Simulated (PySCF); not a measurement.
A structure optimised at B3LYP-D3(BJ)/def2-TZVP, used in a PySCF frequency run:

```xyz
6

Bi     0.0000     0.0000     0.0000
H      0.0000     0.0000     1.8661
H      0.0000     0.0000    -1.8661
H      1.7992     0.0000     0.0000
H     -0.8996     1.5582     0.0000
H     -0.8996    -1.5582     0.0000
```
Charge 0, spin multiplicity 1.

Q: Write its SMILES, formula and point group.

A: [BiH5], BiH5, D3h

Q: What are its rotational constants (standard atomic weights)?

A: 51.627, 42.415, 42.415 GHz
